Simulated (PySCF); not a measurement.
## Löwdin shares of the frontier orbitals

C7H3F3.
Atom-mapped SMILES: `[CH:1]#[C:2][C:3]([C:4]#[CH:5])=[CH:6][C:7]([F:8])([F:9])[F:10]` (hydrogens: H11 on C1; H12 on C5; H13 on C6)

Theory: TDDFT wB97X-D/def2-SVPD, vertical, gas phase, core orbitals frozen in the response in PySCF 2.14.0, density-fitted response routines. Isolated species at its GFN2-xTB geometry, gas phase. Torsions of this conformer, `[CH:1]#[C:2][C:3]([C:4]#[CH:5])=[CH:6][C:7]([F:8])([F:9])[F:10]`: C3–C6–C7–F8 59°.

Frontier orbitals with the atoms that hold most of them (Löwdin shares over 4%, at most four atoms; ? is withheld):

| orbital | ε (eV) | atoms |
| --- | --- | --- |
| HOMO-3 | -11.01 | C4 25%, C5 24%, C2 17%, C1 16% |
| HOMO-2 | -10.75 | C2 23%, C4 23%, C5 22%, C1 22% |
| HOMO-1 | -10.41 | ? |
| HOMO | ? | ? |
| LUMO | -0.75 | C6 27%, C3 20%, C1 10%, C5 10% |
| LUMO+1 | 1.80 | C5 21%, C1 18%, C4 18%, C2 16% |
| LUMO+2 | 2.23 | C5 30%, C4 15%, C1 14%, C6 9% |

Task: Give the leading atoms of the HOMO-1.

Result: C1 (bonded to C and H) 27%; C2 (bonded to 2 C) 26%; C5 (bonded to C and H) 19%; C4 (bonded to 2 C) 19%.

Task: Give the leading atoms of the HOMO.

Result: C6 (bonded to 2 C and H) 26%; C1 (bonded to C and H) 14%; C3 (bonded to 3 C) 14%; C5 (bonded to C and H) 14%.

Task: What is the HOMO energy, and the HOMO–LUMO gap?

Result: ε(HOMO) = -9.49 eV; the gap is 8.74 eV (0.3214 hartree).

Task: How does S1 compare with the orbital gap of 8.74 eV?

Result: S1 is at 4.83 eV (f = 0.0000), 3.91 eV below the gap, made of HOMO-1→LUMO (95%). Its leading pair isn't HOMO and LUMO; the energies of that pair differ by 9.66 eV. 

Task: One configuration dominates each of S1, S2, S4 and S5. Which, and how do the shares of the two leading atoms of either orbital change from the occupied to the empty one?

Result: 
- S1 (4.83 eV, f 0.0000), HOMO-1→LUMO (95%): C1 27% → 10%, C2 26% → at most 11%, C6 at most 9% → 27%, C3 at most 9% → 20%
- S2 (5.09 eV, f 0.306), HOMO→LUMO (93%): C6 26% → 27%, C1 14% → 10%, C3 14% → 20%
- S4 (5.64 eV, f 0.106), HOMO-2→LUMO (85%): C2 23% → at most 11%, C4 23% → at most 11%, C6 at most 11% → 27%, C3 at most 11% → 20%
- S5 (6.30 eV, f 0.0000), HOMO→LUMO+1 (83%): C6 26% → at most 17%, C1 14% → 18%, C5 14% → 21%

Löwdin shares depend on the basis, the more so with diffuse functions.

Hardware: Arm Neoverse N1, one thread, no GPU (shared host). Cost: 1.9 min wall (grids of density and orbitals included), 0.97 GiB resident at most.
